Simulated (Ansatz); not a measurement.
Geometry optimisation, Ansatz 0.2.0, DFT PBE, scalar-relativistic, plane waves, PAW.

Input file:

```yaml
crystal:
  lattice:
    - [8.1, 0.0, 0.0]
    - [0.0, 5.727565, 0.0]
    - [0.0, 0.0, 15.295674]
  atoms:
    - { symbol: Al, position: [0.25, 0.25, 0.065378] }
    - { symbol: Al, position: [0.75, 0.25, 0.065378] }
    - { symbol: Al, position: [0.25, 0.75, 0.065378] }
    - { symbol: Al, position: [0.75, 0.75, 0.065378] }
    - { symbol: Al, position: [0.0, 0.0, 0.1589921] }
    - { symbol: Al, position: [0.5, 0.0, 0.1589921] }
    - { symbol: Al, position: [0.0, 0.5, 0.1589921] }
    - { symbol: Al, position: [0.5, 0.5, 0.1589921] }
    - { symbol: Al, position: [0.25, 0.25, 0.2526062] }
    - { symbol: Al, position: [0.75, 0.25, 0.2526062] }
    - { symbol: Al, position: [0.25, 0.75, 0.2526062] }
    - { symbol: Al, position: [0.75, 0.75, 0.2526062] }
    - { symbol: Al, position: [0.0, 0.0, 0.3462204] }
    - { symbol: Al, position: [0.5, 0.0, 0.3462204] }
    - { symbol: Al, position: [0.0, 0.5, 0.3462204] }
    - { symbol: Al, position: [0.5, 0.5, 0.3462204] }
    - { symbol: In, position: [0.1681079, 0.6693615, 0.4848216] }
basis:
  ecutwfc: 420.0
kpoints:
  mp_grid: { grid: [2, 3, 1] }
hamiltonian:
  xc: pbe
  pseudopotentials: { kind: paw, azcp: { folder: soft_1 } }
scf:
  occupations: { method: fermi_dirac, width: 0.15 }
  lower_state_search: "off"
relax:
  f_tol: 0.08
  max_steps: 25
  adjacent_minimum: "off"
  constraints: [{ sites: [0, 1, 2, 3] }]
```

Command:

```bash
$ ansatz run input.yaml --threads 1 --pin off --max-ram 3072MiB --backend cpu --events-out ev --progress --plain --runs-dir out
```

Question: Where does it end, and by what steps?

Answer: The forces met the threshold. The force dipped under the threshold on the way, but the program's further checks kept it going. Limits of this set-up: coarse k mesh, thin slab, slab without dipole correction. After 6 steps the energy has fallen by 0.591 eV; In17 moved furthest, 0.98 Å. Joined: Al11–In17 (3.64 → 3.11 Å), Al14–In17 (3.91 → 3.06 Å), Al16–In17 (3.56 → 3.04 Å).

```json
{"step": "0", "energy less start (eV)": "0.0000", "largest force component (eV/Å)": "0.946", "accepted": "yes"}
{"step": "1", "energy less start (eV)": "-0.2576", "largest force component (eV/Å)": "0.403", "accepted": "yes"}
{"step": "2", "energy less start (eV)": "-0.3955", "largest force component (eV/Å)": "0.306", "accepted": "yes"}
{"step": "3", "energy less start (eV)": "-0.4918", "largest force component (eV/Å)": "0.227", "accepted": "yes"}
{"step": "4", "energy less start (eV)": "-0.5582", "largest force component (eV/Å)": "0.147", "accepted": "yes"}
{"step": "5", "energy less start (eV)": "-0.5913", "largest force component (eV/Å)": "0.031", "accepted": "yes"}
{"step": "6", "energy less start (eV)": "-0.5913", "largest force component (eV/Å)": "0.031", "accepted": "yes"}
```

```xyz
17
Lattice="8.1000 0.0000 0.0000 0.0000 5.7276 0.0000 0.0000 0.0000 15.2957" Properties=species:S:1:pos:R:3
Al 2.025 1.432 1.000
Al 6.075 1.432 1.000
Al 2.025 4.296 1.000
Al 6.075 4.296 1.000
Al -0.002 0.001 2.286
Al 4.045 0.002 2.288
Al -0.003 2.853 2.285
Al 4.046 2.855 2.288
Al 2.015 1.430 3.687
Al 6.064 1.420 3.778
Al 2.014 4.290 3.697
Al 6.064 4.292 3.808
Al 0.020 0.036 5.049
Al 4.002 0.037 5.052
Al 0.009 2.810 5.042
Al 4.013 2.814 5.048
In 1.994 4.260 6.803
```

Whether the end is a true minimum wasn't checked by a vibrational analysis.

Run time: 69 s on 1 thread of Arm Neoverse V1 (shared host), peak memory 0.65 GiB.
